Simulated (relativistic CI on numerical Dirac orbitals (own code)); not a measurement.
Input to a radial Dirac CI calculation:

```
atom Er  Z=68  charge=66  electrons=2
nucleus A=166  rms_radius_fm=5.2516
hamiltonian dirac-coulomb  breit=on  qed=on  c_scale=1
orbitals kli  potential=per-configuration
slater_scale 1
correlation none
mixing on
configurations
  1s2
  1s 2p
  1p 2p
  1s 1p
end
```

Question: How did the run end?

Answer: The self-consistent field of one configuration failed: SCF of 1p 2p ended with code -1.
